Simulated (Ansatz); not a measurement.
C2H8B2 (`BCCB`). The species carries charge 0 and has multiplicity 1.

Cartesian coordinates in Å:
```
B -1.232 0.198 -0.843
C -0.510 0.478 0.484
C 0.712 0.106 -0.452
B 1.063 -0.686 0.817
H -1.640 -0.905 -1.062
H -1.424 1.094 -1.608
H -0.681 -0.264 1.290
H -0.388 1.478 0.881
H 1.246 1.001 -0.746
H 0.416 -0.501 -1.331
H 0.697 -1.820 0.914
H 1.741 -0.179 1.658
```

Question: What are the harmonic wavenumbers in cm⁻¹ at PBE0-D4/def2-TZVP (Ansatz, finite differences of forces, unscaled)? (Best estimate.)

Answer: The calculation gave: 180, 225, 313, 613, 700, 707, 745, 784, 925, 940, 963, 1010, 1017, 1028, 1060, 1067, 1158, 1192, 1241, 1247, 1433, 1459, 2584, 2589, 2678, 2679, 2955, 2957, 3206, 3216.

Question: Is this a minimum?

Answer: Yes, all 30 modes are real.

Question: Give the ideal-gas thermochemistry at 298.15 K and 1 bar (rigid rotor, harmonic oscillator; point group C2, symmetry number 2).

Answer: Zero-point energy 256.4 kJ/mol; H(298) − E = 272.8 kJ/mol; entropy 286.1 J/(mol·K), of which translation 158.5, rotation 93.8, vibration 33.7; G(298) − E = 187.5 kJ/mol.

Question: Rotational constants (cm⁻¹)?

Answer: 0.5204, 0.2164, 0.1962.
